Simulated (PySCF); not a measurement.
# Ionisation energy of Rh⁺ by level of theory

Rh⁺ [Kr] 4d8 (3F) → Rh²⁺ [Kr] 4d7 (4F), as a difference of total energies. Calculation: PySCF 2.14, in def2-SVP with the def2 core potential (28 electrons); a scalar-relativistic core potential. Correlated levels: valence: 4s2 4p6 frozen. The calculations carry no spin-orbit coupling.

| method | ionisation energy (eV) |
| --- | --- |
| UHF | 16.266 |
| TPSS | 18.122 |
| PBE0 | 18.210 |
| MP2 (valence) | 17.260 |
| SCS-MP2 (valence) | 17.256 |

**Question.** How much does correlation contribute at MP2 (valence)?

**Answer.** 17.260 − (16.266) = 0.994 eV, measured against UHF.

The reference lies between the lowest fine-structure levels, while these numbers refer to the centres of the terms.

Errors of the correlated levels include the incompleteness of this basis and the frozen core.

For comparison: 18.08 eV (semi-empirical (NIST evaluation); NIST Atomic Spectra Database, ionization energies).
